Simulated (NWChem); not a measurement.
System: CH7NSi; SMILES C[SiH2]N

Here is an NWChem input.

```
start job
memory heap 200 mb stack 900 mb global 1100 mb
geometry units angstroms
  Si    -0.220166    -0.382974     0.219564
  C      1.634056    -0.302708    -0.212776
  N     -1.144609     1.010488    -0.210668
  H     -0.374283    -0.500584     1.671091
  H     -0.841586    -1.486051    -0.516338
  H      1.790653    -0.177673    -1.281622
  H      2.125703     0.528893     0.286737
  H      2.150321    -1.210737     0.084466
  H     -1.298174     1.209433    -1.186111
  H     -0.983844     1.872303     0.285257
end
basis spherical
  * library 6-31g*
end
dft
  xc b3lyp
  iterations 150
end
driver
  maxiter 120
end
task dft optimize
task dft freq
```

NWChem printed, in part:

```
             Northwest Computational Chemistry Package (NWChem) 7.3.0
             --------------------------------------------------------

 CS  symmetry detected

                             Geometry "geometry" -> ""
                             -------------------------

 Output coordinates in angstroms (scale by  1.889725989 to convert to a.u.)

  No.       Tag          Charge          X              Y              Z
 ---- ---------------- ---------- -------------- -------------- --------------
    1 Si                  14.0000    -0.51378579     0.06874115     0.00000000
    2 C                    6.0000     0.44999522    -1.57522536     0.00000000
    3 N                    7.0000     0.45487860     1.49811867     0.00000000
    4 H                    1.0000    -1.31539335     0.16005763     1.22212549
    5 H                    1.0000    -1.31539335     0.16005763    -1.22212549
    6 H                    1.0000     1.08780454    -1.66510007    -0.87624825
    7 H                    1.0000     1.08780454    -1.66510007     0.87624825
    8 H                    1.0000    -0.22154550    -2.42870669     0.00000000
    9 H                    1.0000     0.99280132     1.72046846    -0.82205896
   10 H                    1.0000     0.99280132     1.72046846     0.82205896

 Effective nuclear repulsion energy (a.u.)     116.0368546611

      Symmetry information
      --------------------

 Group name             Cs
 Group number              2
 Group order               2
 No. of unique centers     7

                                Z-matrix (autoz)
                                --------

 Units are Angstrom for bonds and degrees for angles

      Type          Name      I     J     K     L     M      Value
      ----------- --------  ----- ----- ----- ----- ----- ----------
    1 Stretch                  1     2                       1.90565
    2 Stretch                  1     3                       1.72668
    3 Stretch                  1     4                       1.46441
    4 Stretch                  1     5                       1.46441
    5 Stretch                  2     6                       1.08752
    6 Stretch                  2     7                       1.08752
    7 Stretch                  2     8                       1.08600
    8 Stretch                  3     9                       1.00726
    9 Stretch                  3    10                       1.00726
   10 Bend                     1     2     6               111.58662
   11 Bend                     1     2     7               111.58662
   12 Bend                     1     2     8               111.42232
   13 Bend                     1     3     9               118.83799
   14 Bend                     1     3    10               118.83799
   15 Bend                     2     1     3               115.49408
   16 Bend                     2     1     4               109.30746
   17 Bend                     2     1     5               109.30746
   18 Bend                     3     1     4               104.80115
   19 Bend                     3     1     5               104.80115
   20 Bend                     4     1     5               113.13802
   21 Bend                     6     2     7               107.36246
   22 Bend                     6     2     8               107.32014
   23 Bend                     7     2     8               107.32014
   24 Bend                     9     3    10               109.39858
   25 Torsion                  2     1     3     9          68.69657
   26 Torsion                  2     1     3    10         -68.69657
   27 Torsion                  3     1     2     6         -60.05548
   28 Torsion                  3     1     2     7          60.05548
   29 Torsion                  3     1     2     8         180.00000
   30 Torsion                  4     1     2     6        -177.89194
   31 Torsion                  4     1     2     7         -57.78098
   32 Torsion                  4     1     2     8          62.16354
   33 Torsion                  4     1     3     9        -170.98035
   34 Torsion                  4     1     3    10          51.62651
   35 Torsion                  5     1     2     6          57.78098
   36 Torsion                  5     1     2     7         177.89194
   37 Torsion                  5     1     2     8         -62.16354
   38 Torsion                  5     1     3     9         -51.62651
   39 Torsion                  5     1     3    10         170.98035

                           NWChem Geometry Optimization
                           ----------------------------

 maximum gradient threshold         (gmax) =   0.000450
 rms gradient threshold             (grms) =   0.000300
 maximum cartesian step threshold   (xmax) =   0.001800
 rms cartesian step threshold       (xrms) =   0.001200
 fixed trust radius                (trust) =   0.300000
 source of zmatrix                         =   autoz

          -------------------
          Energy Minimization
          -------------------

 Using diagonal initial Hessian
 Scaling for Hessian diagonals: bonds = 1.00  angles = 0.25  torsions = 0.10

          --------
          Step   0

                                 NWChem DFT Module
                                 -----------------

 Summary of "ao basis" -> "ao basis" (spherical)
 ------------------------------------------------------------------------------
       Tag                 Description            Shells   Functions and Types
 ---------------- ------------------------------  ------  ---------------------
 Si                          6-31g*                  8       18   4s3p1d
 C                           6-31g*                  6       14   3s2p1d
 N                           6-31g*                  6       14   3s2p1d
 H                           6-31g*                  2        2   2s

      Symmetry analysis of basis
      --------------------------

        a'         41
        a"         19

            General Information
            -------------------
          SCF calculation type: DFT
          Wavefunction type:  closed shell.
          No. of atoms     :    10
          No. of electrons :    34
           Alpha electrons :    17
            Beta electrons :    17
          Charge           :     0
          Spin multiplicity:     1
          Use of symmetry is: on ; symmetry adaption is: on
          Maximum number of iterations: 150
          AO basis - number of functions:    60
                     number of shells:    34
          Convergence on energy requested:  1.00D-06
          Convergence on density requested:  1.00D-05
          Convergence on gradient requested:  5.00D-04

              XC Information
              --------------
                         B3LYP Method XC Potential
                     Hartree-Fock (Exact) Exchange  0.200
                        Slater Exchange Functional  0.800 local
                    Becke 1988 Exchange Functional  0.720 non-local
              Lee-Yang-Parr Correlation Functional  0.810
                  VWN I RPA Correlation Functional  0.190 local

             Grid Information
             ----------------
          Grid used for XC integration:  medium
          Radial quadrature: Mura-Knowles
          Angular quadrature: Lebedev.
          Tag              B.-S. Rad. Rad. Pts. Rad. Cut. Ang. Pts.
          ---              ---------- --------- --------- ---------
          Si                  1.10       88           8.0       590
          C                   0.70       49           9.0       434
          N                   0.65       49          10.0       434
          H                   0.35       45          11.0       434
          Grid pruning is: on
          Number of quadrature shells:   366
          Spatial weights used:  Erf1

      Superposition of Atomic Density Guess
      -------------------------------------

 Sum of atomic energies:        -384.25892769

      Non-variational initial energy
      ------------------------------

 Total energy =    -385.843101
 1-e energy   =    -758.080693
 2-e energy   =     256.200738
 HOMO         =      -0.329137
 LUMO         =       0.067797

      Symmetry analysis of molecular orbitals - initial
      -------------------------------------------------

  Numbering of irreducible representations:

[...]

      ----------------------
      Optimization converged
      ----------------------

  Step       Energy      Delta E   Gmax     Grms     Xrms     Xmax
  ---- ---------------- -------- -------- -------- -------- --------
@   10    -386.58692479 -3.7D-07  0.00004  0.00001  0.00043  0.00125
                                     ok       ok       ok       ok

                                Z-matrix (autoz)
                                --------

 Units are Angstrom for bonds and degrees for angles

      Type          Name      I     J     K     L     M      Value     Gradient
      ----------- --------  ----- ----- ----- ----- ----- ---------- ----------
    1 Stretch                  1     2                       1.89173    0.00004
    2 Stretch                  1     3                       1.74112    0.00002
    3 Stretch                  1     4                       1.49007    0.00001
    4 Stretch                  1     5                       1.49007    0.00001
    5 Stretch                  2     6                       1.09664   -0.00001
    6 Stretch                  2     7                       1.09664   -0.00001
    7 Stretch                  2     8                       1.09794    0.00000
    8 Stretch                  3     9                       1.01339    0.00000
    9 Stretch                  3    10                       1.01339    0.00000
   10 Bend                     1     2     6               111.71122    0.00001
   11 Bend                     1     2     7               111.71122    0.00001
   12 Bend                     1     2     8               110.24989   -0.00003
   13 Bend                     1     3     9               119.33203   -0.00000
   14 Bend                     1     3    10               119.33203   -0.00000
   15 Bend                     2     1     3               117.47342    0.00001
   16 Bend                     2     1     4               108.25095   -0.00001
   17 Bend                     2     1     5               108.25095   -0.00001
   18 Bend                     3     1     4               106.49132   -0.00000
   19 Bend                     3     1     5               106.49132   -0.00000
   20 Bend                     4     1     5               109.73361    0.00001
   21 Bend                     6     2     7               107.81095    0.00001
   22 Bend                     6     2     8               107.58466    0.00000
   23 Bend                     7     2     8               107.58466    0.00000
   24 Bend                     9     3    10               110.25530    0.00001
   25 Torsion                  2     1     3     9          70.23344   -0.00000
   26 Torsion                  2     1     3    10         -70.23344    0.00000
   27 Torsion                  3     1     2     6         -60.42912   -0.00001
   28 Torsion                  3     1     2     7          60.42912    0.00001
   29 Torsion                  3     1     2     8         180.00000   -0.00000
   30 Torsion                  4     1     2     6         179.01535   -0.00001
   31 Torsion                  4     1     2     7         -60.12642    0.00001
   32 Torsion                  4     1     2     8          59.44447    0.00000
   33 Torsion                  4     1     3     9        -168.29534   -0.00000
   34 Torsion                  4     1     3    10          51.23779   -0.00000
   35 Torsion                  5     1     2     6          60.12642   -0.00001
   36 Torsion                  5     1     2     7        -179.01535    0.00001
   37 Torsion                  5     1     2     8         -59.44447   -0.00000
   38 Torsion                  5     1     3     9         -51.23779    0.00000
   39 Torsion                  5     1     3    10         168.29534    0.00000

                         Geometry "geometry" -> "geometry"
                         ---------------------------------

 Output coordinates in angstroms (scale by  1.889725989 to convert to a.u.)

[...]

 Rotational Constants
 --------------------
 A=   0.649333 cm-1  (  0.934225 K)
 B=   0.194606 cm-1  (  0.279988 K)
 C=   0.167492 cm-1  (  0.240978 K)

 Temperature                      =   298.15K
 frequency scaling parameter      =   1.0000

 Zero-Point correction to Energy  =   50.035 kcal/mol  (  0.079736 au)
 Thermal correction to Energy     =   53.627 kcal/mol  (  0.085461 au)
 Thermal correction to Enthalpy   =   54.220 kcal/mol  (  0.086405 au)

 Total Entropy                    =   72.077 cal/mol-K
   - Translational                =   38.229 cal/mol-K (mol. weight =  61.0348)
   - Rotational                   =   23.837 cal/mol-K (symmetry #  =        1)
   - Vibrational                  =   10.011 cal/mol-K

 Cv (constant volume heat capacity) =   19.506 cal/mol-K
   - Translational                  =    2.979 cal/mol-K
   - Rotational                     =    2.979 cal/mol-K
   - Vibrational                    =   13.547 cal/mol-K

[normal modes left out]

 ----------------------------------------------------------------------------
 Normal Eigenvalue ||           Projected Infra Red Intensities
  Mode   [cm**-1]  || [atomic units] [(debye/angs)**2] [(KM/mol)] [arbitrary]
 ------ ---------- || -------------- ----------------- ---------- -----------
    1       -0.000 ||    0.000535           0.012         0.522       0.116
    2       -0.000 ||    0.000911           0.021         0.888       0.197
    3       -0.000 ||    0.000005           0.000         0.004       0.001
    4        0.000 ||    0.000362           0.008         0.353       0.078
    5        0.000 ||    0.001541           0.036         1.502       0.333
    6        0.000 ||    0.002757           0.064         2.688       0.595
    7      166.538 ||    0.004513           0.104         4.399       0.974
    8      176.141 ||    0.012909           0.298        12.584       2.787
    9      233.376 ||    0.007843           0.181         7.645       1.693
   10      410.922 ||    0.260000           5.998       253.461      56.141
   11      467.347 ||    0.017016           0.393        16.588       3.674
   12      654.591 ||    0.009178           0.212         8.947       1.982
   13      680.575 ||    0.007777           0.179         7.581       1.679
   14      763.883 ||    0.061279           1.414        59.738      13.232
   15      834.641 ||    0.020952           0.483        20.425       4.524
   16      918.675 ||    0.032454           0.749        31.638       7.008
   17      935.679 ||    0.061940           1.429        60.382      13.374
   18      936.822 ||    0.132285           3.052       128.958      28.564
   19      962.068 ||    0.259864           5.995       253.329      56.111
   20     1328.933 ||    0.025082           0.579        24.451       5.416
   21     1492.997 ||    0.002805           0.065         2.734       0.606
   22     1495.402 ||    0.002112           0.049         2.059       0.456
   23     1628.169 ||    0.043347           1.000        42.257       9.360
   24     2232.880 ||    0.138238           3.189       134.761      29.849
   25     2236.687 ||    0.215371           4.969       209.954      46.504
   26     3037.039 ||    0.006408           0.148         6.247       1.384
   27     3108.301 ||    0.017565           0.405        17.124       3.793
   28     3116.561 ||    0.017554           0.405        17.112       3.790
   29     3553.878 ||    0.013120           0.303        12.790       2.833
   30     3644.777 ||    0.013648           0.315        13.305       2.947
 ----------------------------------------------------------------------------
```

Level: B3LYP/6-31G* (spherical d).
